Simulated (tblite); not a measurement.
Run record: tight-binding relaxation, `C1[SiH2][Si](C#N)(O)[SiH2]1`.

Computed with GFN2-xTB geometry optimisation, gas phase (tblite 0.8.0). Start geometry: from a force field or distance geometry. A driver script takes a list of jobs; this job's settings line and coordinates (Å) are shown.

Command:
```bash
OMP_NUM_THREADS=1 python probes_run.py task.json out
```

Input:
```
{"job": {"kind": "relax", "xc": "GFN2-xTB", "basis": "xTB"}, "charge": 0, "multiplicity": 1}
N      2.395800    -0.250300     2.665000
C      1.867500    -0.153300     1.648600
Si     1.075900    -0.023900     0.054300
O      2.085700     0.087100    -1.309100
Si    -0.593800    -1.482500    -0.113900
C     -1.746700    -0.043600    -0.420200
Si    -0.612100     1.413900    -0.092200
H      2.895600     0.629800    -1.129600
H     -0.411900    -2.369000    -1.267900
H     -0.801800    -2.188800     1.174100
H     -2.572000    -0.084000     0.329800
H     -2.090300    -0.007100    -1.488500
H     -0.973600     2.114700     1.163900
H     -0.519200     2.356400    -1.236500
```

Output:
```
step      E/eV     max force
  0    -542.53869    3.176
  1    -542.83554    3.806
  2    -542.69618    6.022
  3    -542.96697    1.317
  4    -543.01558    0.674
  5    -543.10381    1.570
  6    -543.15855    0.885
  7    -543.18002    0.348
  8    -543.20509    0.624
  9    -543.22932    0.986
... (102 lines left out)
112    -543.31634    0.014
113    -543.31637    0.013
114    -543.31639    0.013
115    -543.31641    0.011
116    -543.31644    0.012
117    -543.31647    0.013
118    -543.31651    0.015
119    -543.31653    0.019
120    -543.31654    0.013
121    -543.31655    0.006
```

«max force» is the largest atomic force in eV/Å.

Problem. From which step on does the largest force stay under 0.1 eV/Å, and how much energy is left to gain from there?

Solution. From step 42 (0.098 eV/Å), 6.9 meV above the end.

Main results: energy lowered by 17.9 kcal/mol over 121 steps; largest atomic force 0.006 eV/Å at the end.

Problem. Where do the atoms end?

Solution. 0.294 Å rms from the input after alignment:
```
atom  x, y, z in Å
N1     2.4903    0.0683    2.7736
C2     1.9954    0.0168    1.7393
Si3    1.1446   -0.0358    0.0688
O4     2.3206   -0.1073   -1.0662
Si5   -0.5735   -1.5748   -0.2875
C6    -1.7661   -0.0505   -0.2972
Si7   -0.6185    1.4983   -0.1197
H8     3.0982    0.4449   -1.0766
H9    -0.6278   -2.3092   -1.5564
H10   -0.9082   -2.5367    0.7685
H11   -2.4872   -0.1067    0.5183
H12   -2.3711   -0.0101   -1.2024
H13   -1.0030    2.3375    1.0203
H14   -0.6946    2.3648   -1.3050
```

On Arm Neoverse V2, one thread, no GPU, shared host, this took 0.78 s wall.
Labels such as C1 count atoms from 1, the log's own numbers from 0.
